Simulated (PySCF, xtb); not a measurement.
BH₂, SMILES [BH2], multiplicity 2.

Harmonic wavenumbers (cm⁻¹) from GFN2-xTB (xtb) at its own minimum, in rising order: 873, 2689, 2773.

What does PBE-D3(BJ)/def2-TZVPD (PySCF) give at its own minimum? (An estimate is asked for; the answer gives what the named calculation found.)

944, 2523, 2695. Paired by order, the mean absolute difference is 105 cm⁻¹ and the zero-point energies are 9.1 and 8.8 kcal/mol.
